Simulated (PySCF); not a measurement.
# Field gradients at the hydrogen positions

Compound: C4H9FSi2.
Z-matrix (Å and degrees, GFN2-xTB geometry), rows numbered from 1:
```
C 
C   1  1.3232
C   2  1.5138  1  128.62
Si  3  1.9047  2  113.21  1    62.12
C   3  1.5537  2   98.79  1  -177.36
Si  2  1.8863  1  137.58  3  -177.80
F   6  1.6198  2  115.68  1   -72.20
H   1  1.0801  2  121.88  3    -1.17
H   1  1.0774  2  121.90  3   179.13
H   3  1.0932  2  110.27  1   -60.67
H   4  1.4639  3  109.43  2   -66.73
H   4  1.4627  3  109.02  2    53.83
H   4  1.4659  3  107.97  2   173.43
H   5  1.0890  3  113.40  2  -120.09
H   5  1.0884  3  112.61  2   118.23
H   6  1.4503  2  124.03  1    56.66
```

Level: PBE0/pcSseg-1 (PySCF, non-relativistic); Q(2H) = 0.00286 b; rigid geometry, the same for H and D, with no vibrational averaging.

Question: Rank these positions by the coupling χzz of a deuteron there, largest first.
A. H14 (methylene hydrogen)
B. H12 (Si–H hydrogen)
C. H10 (methine hydrogen)
D. H9 (vinylic hydrogen)
E. H8 (vinylic hydrogen)
F. H16 (Si–H hydrogen)

Answer: D (226 kHz), E (222 kHz), A (213 kHz), C (207 kHz), F (114 kHz), B (110 kHz).

Question: Give the electric field gradient Vzz (the principal value of largest size), its asymmetry and the 2H coupling at each hydrogen.

Answer: 
```tsv
atom	bonded to	bond length (Å)	Vzz (au)	η	χzz (kHz)
H8	C1	1.080	0.3298	0.04	222
H9	C1	1.077	0.3360	0.04	226
H10	C3	1.093	0.3080	0.02	207
H11	Si4	1.464	0.1630	0.02	110
H12	Si4	1.463	0.1632	0.02	110
H13	Si4	1.466	0.1615	0.01	109
H14	C5	1.089	0.3174	0.06	213
H15	C5	1.088	0.3208	0.04	216
H16	Si6	1.450	0.1692	0.01	114
```

Question: Average by the element that carries the hydrogen.

Answer: on C: 217 kHz over 5 positions, mean bond length 1.086 Å; on Si: 110 kHz over 4 positions, mean bond length 1.461 Å.

Question: How does χzz go with the bond length over the 5 C–H bonds?

Answer: A straight-line fit has a slope of -10.9 kHz for each 0.01 Å, with a correlation coefficient of -0.98, over lengths from 1.077 to 1.093 Å. The longer bonds have the smaller couplings here.

Question: A static deuteron (I = 1) shows a doublet split by (3/2)χ, (3/4)χ(1 + η) and (3/4)χ(1 − η) with the field along z, y and x of the gradient. What are these for H13?

Answer: With |χ| = 108.5 kHz and η = 0.006: 163, 82 and 81 kHz, to first order and without motion.

Isolated species at its GFN2-xTB geometry, gas phase. GFN2-xTB bond lengths can be off by several hundredths of an ångström, more for odd bonds, and the gradients follow them. With so small a basis the couplings can be 20 % off.

These values come from a run that also computed NMR shieldings. Time: 70 s of wall time; peak memory 0.82 GiB. Hardware: one thread of an Intel Xeon at 2.70 GHz, shared host.
